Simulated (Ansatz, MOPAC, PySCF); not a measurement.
Donor–acceptor adduct: BH3 (SMILES B) (first 4 atoms) with H2O (SMILES O); geometry from B3LYP-D3(BJ)/def2-TZVP, rigid monomers moved along the line of their centres of mass till B1···O5 is 3.11 Å.
(charge 0, multiplicity 1):
```xyz
7

B      0.211     0.249     0.790
H      0.617    -0.767     0.287
H     -0.853     0.637     0.394
H      1.037     1.091     1.006
O     -0.499    -0.683     3.673
H     -1.153    -1.393     3.629
H      0.291    -1.046     4.096
```

Counterpoise-corrected where a basis set is named; no monomer relaxation. Rows marked so take none.

Frozen-core correlation. CBS: X⁻³ extrapolation of the correlation energy, Hartree–Fock from the larger set. Rows in 3-21G, 6-31G* carry no dispersion term and start afresh at each structure (6-31G* with six Cartesian d functions). MP2/6-31G* freezes PySCF's default core. The state reached by PM6, PM7 isn't checked; PM7 holds dispersion and hydrogen-bond terms.

Programs: Ansatz (Gaussian orbitals); MOPAC for PM6, PM7 (differences of heats of formation); PySCF for 3-21G rows, 6-31G* rows, the dispersion terms. 

Other levels give for the interaction energy: PBE/def2-TZVPPD -4.10; B3LYP/def2-TZVPPD -3.44; B3LYP-D3(BJ)/def2-TZVPPD -4.03; wB97M-V/def2-TZVPPD -4.04; CCSD(T)/CBS(aug-cc-pVDZ, aug-cc-pVTZ) -3.89 kcal/mol.

Common cheap choices:

```json
[
 {"level": "PM6", "interaction energy (kcal/mol)": "-1.53", "less -3.89 (CCSD(T)/CBS(aug-cc-pVDZ, aug-cc-pVTZ))": "2.36"},
 {"level": "PM7", "interaction energy (kcal/mol)": "-2.08", "less -3.89 (CCSD(T)/CBS(aug-cc-pVDZ, aug-cc-pVTZ))": "1.81"},
 {"level": "HF/6-31G* (no counterpoise)", "interaction energy (kcal/mol)": "-4.63", "less -3.89 (CCSD(T)/CBS(aug-cc-pVDZ, aug-cc-pVTZ))": "-0.74"},
 {"level": "B3LYP/3-21G (no counterpoise)", "interaction energy (kcal/mol)": "-10.01", "less -3.89 (CCSD(T)/CBS(aug-cc-pVDZ, aug-cc-pVTZ))": "-6.12"},
 {"level": "B3LYP/6-31G*", "interaction energy (kcal/mol)": "-4.25", "less -3.89 (CCSD(T)/CBS(aug-cc-pVDZ, aug-cc-pVTZ))": "-0.36"},
 {"level": "B3LYP/6-31G* (no counterpoise)", "interaction energy (kcal/mol)": "-5.62", "less -3.89 (CCSD(T)/CBS(aug-cc-pVDZ, aug-cc-pVTZ))": "-1.73"},
 {"level": "MP2/6-31G*", "interaction energy (kcal/mol)": "-4.19", "less -3.89 (CCSD(T)/CBS(aug-cc-pVDZ, aug-cc-pVTZ))": "-0.30"},
 {"level": "MP2/6-31G* (no counterpoise)", "interaction energy (kcal/mol)": "-5.55", "less -3.89 (CCSD(T)/CBS(aug-cc-pVDZ, aug-cc-pVTZ))": "-1.66"}
]
```

Ansatz is a program for electronic structure.
